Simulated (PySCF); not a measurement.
Species: C2H8Si2.
Numbering: `[SiH3:1]/[CH:2]=[CH:3]\[SiH3:4]` (hydrogens: H5, H6, H7 on Si1; H8 on C2; H9 on C3; H10, H11, H12 on Si4)

Jobs on this species (12 atoms, 48 electrons) with PySCF (density fitting). Hardware of each: an AMD EPYC 7R43 with one thread, shared host. The host was shared with other jobs, so the times are rough. Peak memory is the resident size of the whole Python process, interpreter and libraries included.

Question: Rank these jobs by wall time, shortest first.
A. delta-SCF UKS SCAN, pcX-2 on the ionised atom, pcseg-1 elsewhere, spin-free X2C; ΔSCF core ionisation, 3 holes; 146 basis functions
B. CAM-B3LYP/def2-SVPD; 10 singlets by full TDDFT, 4 Tamm–Dancoff triplets, polarisability, ΔSCF ions; 152 basis functions
C. CAM-B3LYP/pcSseg-2; shieldings; 270 basis functions

Answer: A (17 s), C (42 s), B (68 s).

All jobs:

```tsv
level and settings	work	basis functions	SCF cycles	wall time	peak memory
PBE0/pcSseg-1	shieldings, charges and field gradients	122	11	11 s	0.60 GiB
delta-SCF UKS SCAN, pcX-2 on the ionised atom, pcseg-1 elsewhere, spin-free X2C	ΔSCF core ionisation, 3 holes	146	43	17 s	0.42 GiB
CAM-B3LYP/pcSseg-2	shieldings	270	11	42 s	1.2 GiB
PBE0-D3(BJ)/def2-SVP, grid level 1	geometry optimisation from a GFN2-xTB start shaken at random	104	72	47 s	0.42 GiB
CAM-B3LYP/def2-SVPD	10 singlets by full TDDFT, 4 Tamm–Dancoff triplets, polarisability, ΔSCF ions	152	12	68 s	0.67 GiB
```

Question: What do all jobs in the table cost together?

Answer: About 3.1 min; the longest takes about 37 % of that, and about 6.2 times as long as the shortest.
